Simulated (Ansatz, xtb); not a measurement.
Molecule: SbCl2, net charge -1, singlet state. SMILES of the parent species: [Cl][Sb][Cl]
Geometry from a B3LYP-D3(BJ)/def2-TZVP (Ansatz, a quantum-chemistry and plane-wave program) optimisation:
```xyz
3

Sb     0.0275     0.0081     0.6470
Cl     0.9858    -1.5970    -0.9943
Cl    -1.0683     1.5728    -0.9466
```
Charge -1, spin multiplicity 1.

Harmonic wavenumbers from GFN2-xTB (xtb, at its own minimum), cm⁻¹: 62, 213, 246.

**Question.** Give the harmonic wavenumbers at B3LYP-D3(BJ)/def2-TZVP (Ansatz, finite differences of forces, unscaled).

**Answer.** 98, 268, 291 cm⁻¹. Zero-point energy 0.9 kcal/mol.

**Question.** From these and the geometry, give the ideal-gas thermochemistry at 298.15 K and 1 atm (rigid rotor, harmonic oscillator).

**Answer.** Point group C2v, rotational symmetry number 2. Rotational constants 4.303, 1.998, 1.365 GHz. S(trans) 41.67, S(rot) 26.33, S(vib) 6.58, S(elec, spin only) 0.00, S 74.6 cal/(mol K). H(298) - H(0) 3.39 kcal/mol; G - E(el) -17.9 kcal/mol.
